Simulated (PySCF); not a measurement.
BiH2F, SMILES [F][BiH2].

Geometry optimised at B3LYP-D3(BJ)/def2-TZVP. The def2 effective core potentials stand for the cores of Bi; spin–orbit coupling is left out.

Level of theory: TDDFT-PBE0/def2-TZVPD in PySCF.

Vertical excitations. Gas-phase values at a fixed geometry. State labels are in the subgroup Cs.

| state | symmetry | energy (eV) | λ (nm) | f | main pairs |
|---|---|---|---|---|---|
| S1 | A' | 4.86 | 255 | 0.012 | HOMO→LUMO 99 % |
| S2 | A" | 5.72 | 217 | 0.001 | HOMO−1→LUMO 98 % |
| S3 | A' | 6.51 | 190 | 0.155 | HOMO→LUMO+2 93 % |
| S4 | A" | 6.61 | 188 | 0.055 | HOMO→LUMO+1 83 %, HOMO−1→LUMO+2 13 % |
| S5 | A' | 7.09 | 175 | 0.011 | HOMO−2→LUMO 92 % |
| S6 | A" | 7.29 | 170 | 0.002 | HOMO−3→LUMO 95 % |
| S7 | A" | 7.76 | 160 | 0.378 | HOMO−1→LUMO+2 81 % |
| S8 | A' | 7.85 | 158 | 0.161 | HOMO−1→LUMO+1 78 % |
| S9 | A' | 8.39 | 148 | 0.152 | HOMO−4→LUMO 65 % |
| S10 | A' | 8.63 | 144 | 0.092 | HOMO→LUMO+3 97 % |
| T1 | A' | 4.19 | 296 | 0 | HOMO→LUMO 98 % |
| T2 | A" | 5.27 | 235 | 0 | HOMO−1→LUMO 49 %, HOMO→LUMO+1 46 % |
| T3 | A" | 5.35 | 232 | 0 | HOMO−1→LUMO 49 %, HOMO→LUMO+1 45 % |
| T4 | A' | 5.59 | 222 | 0 | HOMO→LUMO+2 73 %, HOMO−1→LUMO+1 19 % |
Triplets are in the Tamm–Dancoff approximation, which puts them higher than full response would, so one can lie above its singlet here.
